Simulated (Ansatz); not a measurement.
Gas-phase electronic energies from Ansatz, PBE0-D4/def2-TZVP geometries. CCSD(T)/CBS adds triple-zeta CCSD(T) − MP2 to the extrapolated MP2 energy (def2 sets, frozen cores). This one scheme is used for every species. DFT in def2-TZVPP. Elements past krypton have def2 core potentials. For I, Ti outer-core shells are correlated without core-valence functions, which leaves a few kJ/mol of doubt a bond. Scalar relativity is left out up to krypton.

Reaction (ligand exchange at a Ti–I bond): `[F][Ti]([F])([I])[I]` + HCl → `[F][Ti]([F])([Cl])[I]` + HI

`[F][Ti]([F])([I])[I]`:

Z-matrix (Å, degrees):
```
Ti
F 1 1.734
I 1 2.540 2 109.5
I 1 2.540 2 109.5 3 119.3
F 1 1.734 2 110.0 3 -120.3
```

HCl:

```xyz
2

Cl   -0.157   -0.231    0.575
H     0.157    0.231   -0.575
```

`[F][Ti]([F])([Cl])[I]`:

Cartesian coordinates in Å:
```
F -1.185 1.279 0.529
Ti -0.080 0.098 -0.096
F -0.593 -0.397 -1.676
Cl 1.915 0.942 -0.202
I -0.057 -1.922 1.445
```

HI:

```xyz
2

I     0.593   -0.078   -0.538
H    -0.593    0.078    0.538
```

CCSD(T)/CBS gives -3.2 kJ/mol.

**Question.** Another level gave -0.6 kJ/mol. Which?
A. MP2/def2-TZVPP
B. CAM-B3LYP-D4/def2-TZVPP
C. PBE-QIDH/def2-TZVPP
D. r2SCAN-D4/def2-TZVPP

**Answer.** C. PBE-QIDH -0.6, r2SCAN-D4 -8.7, CAM-B3LYP-D4 -15.1, MP2/def2-TZVPP 7.6 kJ/mol.

Largest T1 diagnostic among the species: 0.023, so the coupled-cluster value is less sure than usual.

In def2-TZVPP, CCSD(T) changes the Hartree–Fock value by +16.0 kJ/mol (the triples alone add +6.4 kJ/mol) and MP2 by +28.3 kJ/mol. Leaving LDA and LC-ωPBE aside and taking each functional with its dispersion term where it has one, the values, not all of them listed here, spread over 15.8 kJ/mol, from B97M-V to PBE-QIDH.

CCSD(T)/CBS has its own doubt, a few kJ/mol and more with outer-core shells, so smaller differences from it don't rank the levels.
